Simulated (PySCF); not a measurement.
Cost of one run: core-ionisation job, `F[Si@@]([SiH3])(Cl)O[SiH3]`.

Method: delta-SCF UKS PBE0, pcX-2 on the ionised atom, pcseg-1 elsewhere, spin-free X2C (PySCF 2.14.0). Geometry: PBE0-D3(BJ)/def2-SVP. Work: ΔSCF core ionisation, 10 holes, density fitting. A driver script takes a list of jobs; this job's settings line and coordinates (Å) are shown.

Command:
```bash
OMP_NUM_THREADS=1 python probes_run.py task.json out
```

Input:
```
{"job": {"kind": "xps", "xc": "PBE0"}, "charge": 0, "multiplicity": 1}
F     -0.407267     0.590654     2.167495
Si    -0.372878     0.575602     0.549547
Si    -2.462085     0.072886    -0.335729
Cl     0.215369     2.466497    -0.027159
O      0.754050    -0.503846     0.067414
Si     2.397099    -0.729400    -0.155397
H     -2.887919    -1.291137     0.095386
H     -3.452521     1.086960     0.129510
H     -2.348052     0.119757    -1.823348
H      2.913374     0.284210    -1.118588
H      3.105850    -0.595398     1.149197
H      2.584962    -2.099366    -0.703796
```

Hardware: Arm Neoverse V2, one thread, on a shared host. PySCF's memory limit was set to 1760 MB.

Task: How large is the largest of the mixed bases?

Result: 172 functions.

Task: How long does the run take?

Result: About 94 s. The run took 125 SCF cycles in all, 9.4 s a hole on average.

Task: How much memory does it need at the peak?

Result: About 0.78 GiB. Peak memory is the resident size of the whole Python process, interpreter and libraries included.

Task: At this speed, how long would 20000 such jobs take on 16 cores, one job a core?

Result: 20000/16 gives 1250 rounds of 94 s, about 33 h of wall time and 520 core-hours, if the jobs don't slow each other.

Times come from a shared host and carry two figures at best.
